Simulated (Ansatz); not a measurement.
`[BH2][SnH2][OH]` + `[OH][GeH2][F]` → `B[O][GeH2][F]` + `[OH][SnH3]` at 500 K and 1 bar (cleavage of the B–Sn bond).

Calculated with Ansatz (gas phase, PBE0-D4/def2-TZVP geometries, no zero-point term in ΔE). CCSD(T)/CBS adds triple-zeta CCSD(T) − MP2 to the extrapolated MP2 energy (def2 sets, frozen cores). def2 core potentials past Kr. For Ge, Sn outer-core shells are correlated without core-valence functions, which leaves a few kJ/mol of doubt a bond. Scalar relativity is left out up to krypton. Each species was taken in one conformer, which may not be the lowest.

```
          species  CCSD(T)/CBS energy (Eh)  H − E (kJ/mol)  S (J/(mol·K))
`[BH2][SnH2][OH]`               -316.96213           162.3          389.6
  `[OH][GeH2][F]`              -2252.93819           114.8          333.0
  `B[O][GeH2][F]`              -2278.36226           154.3          380.4
     `[OH][SnH3]`               -291.59405           117.0          327.9
```

H − E and S are ideal-gas, rigid-rotor, harmonic terms from PBE0-D4/def2-TZVP, for one conformer and one mirror image of each species. 1 Eh = 2625.50 kJ/mol, R = 8.31446 J/(mol·K).

Q: By hand: ΔE, ΔH, ΔS and ΔG.

A: ΔE = (-2278.36226) + (-291.59405) − (-316.96213) − (-2252.93819) = -0.05599 Eh = -147.0 kJ/mol. Δ(H − E) = 154.3 + 117.0 − 162.3 − 114.8 = -5.8, so ΔH = -152.8 kJ/mol. ΔS = 380.4 + 327.9 − 389.6 − 333.0 = -14.3 J/(mol·K). ΔG = -152.8 − 500 × (-14.3)/1000 = -145.7 kJ/mol.

Q: By hand: the equilibrium constant, and the temperature at which ΔG would vanish if ΔH and ΔS stayed fixed.

A: log₁₀ K = −ΔG/(RT ln 10) = 15.2. ΔG = 0 at ΔH/ΔS = 10685 K, far beyond where these terms or the molecules hold.

The number of gas molecules stays the same, so ΔS is small and ΔH decides. A doubt of 5 kJ/mol in ΔE shifts log₁₀ K by 0.5 here. Other conformers and mirror images would add mixing entropy, several J/(mol·K) or more a flexible species. Modes under 60 cm⁻¹, often nearly free rotors, make the harmonic entropy too high. These are equilibria of isolated gas molecules and say nothing of rates. Largest T1 diagnostic: 0.014 (customary marks: 0.02 for closed shells, 0.045 for open ones).
